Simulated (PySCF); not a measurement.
## Correlation energy of Zn(3+) (zinc, charge +3)

[Ar] 3d9, 2D determinant. Calculation: PySCF 2.14, in def2-QZVPPD; no relativity, point nucleus. Frozen: [Ne]; 17 electrons correlated.

MP2 pair energies summed by pair of shells (mhartree):

| pair | energy | share (%) |
| --- | --- | --- |
| 3d-3d | -326.84 | 51.4 |
| 3p-3d | -190.50 | 30.0 |
| 3s-3d | -48.88 | 7.7 |
| 3p-3p | -43.01 | 6.8 |
| 3s-3p | -22.10 | 3.5 |
| 3s-3s | -4.17 | 0.7 |

Total MP2 correlation energy: -635.49 mhartree.

Same-spin part -205.27 and opposite-spin part -430.22 mhartree; SCS-MP2 scales them by 1/3 and 6/5 to -584.69 mhartree.

This basis was not built for core-valence correlation, so the inner-shell part is incomplete.
